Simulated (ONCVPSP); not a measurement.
## Scattering properties, ONCV potential for Sc

| Quantity | Value |
| --- | --- |
| Element | scandium |
| Generator | ONCVPSP 4.0.1 |
| Type | optimised norm-conserving Vanderbilt (ONCV) |
| Functional | PBE |
| Relativity | scalar-relativistic |
| Frozen core | [Ne] |
| Valence charge | 11 |
| Reference configuration | 3s2 3p6 3d1 4s2 |
| Partial waves | 3s+4s: rc 1.90 bohr, ncon 3, nbas 6, qcut 5.2 1/bohr, 2 projectors; 3p: rc 1.50 bohr, ncon 4, nbas 8, qcut 11 1/bohr, 2 projectors, debl 2 Ha; 3d: rc 2.60 bohr, ncon 5, nbas 9, qcut 6 1/bohr, 2 projectors, debl 3.8 Ha |
| Local potential | polynomial inside 1.00 bohr (lpopt 4, dvloc0 0 Ha) |
| Core correction | Teter function fitted to the true core (icmod 2), fcfact 0.2 |

The phase is arctan(r·R′/R) of the radial function R(r), unwrapped; energies in Ha, scanned from -4 to 5 Ha. A pole is an energy at which the radial function vanishes at the test radius. The pseudo phase is shifted by a multiple of π to meet the all-electron one at the reference energy, and phase errors are pseudo minus all-electron; the curves can meet again beyond the range given. Levels narrower than the energy grid can be missing from the lists of poles.

Task: For each channel, where are the poles, and over which energies does the pseudopotential scatter like the atom?

Result:

```
channel  radius (bohr)  reference energy (Ha)  poles, all-electron  poles, pseudo  unbroken range about the reference energy with phases within 0.05 rad  phase error 1 Ha above the reference energy (rad)
      s           1.92                  -0.15          -1.80, 4.19    -1.80, 3.80                                                              below 4.3                                             -0.005
      p           1.52                  -1.24                -0.16          -0.16                                                        the whole range                                             -0.000
      d           2.64                  -0.12           0.05, 2.35     0.06, 2.41                                                              below 0.5                                             +0.232
```

Phases in the s channel:

```csv
E (Ha),all-electron,pseudo
-3.98,1.284,1.284
-3.50,1.234,1.234
-3.02,1.137,1.136
-2.54,0.775,0.774
-2.06,-1.263,-1.263
-1.58,-1.681,-1.682
-1.10,-1.828,-1.828
-0.62,-1.967,-1.967
-0.14,-2.188,-2.188
0.34,-2.675,-2.676
0.82,-3.571,-3.576
1.30,-4.145,-4.152
1.78,-4.386,-4.393
2.26,-4.508,-4.517
2.74,-4.583,-4.595
3.22,-4.636,-4.653
3.70,-4.677,-4.702
4.18,-4.712,-4.754
4.66,-4.744,-4.827
```
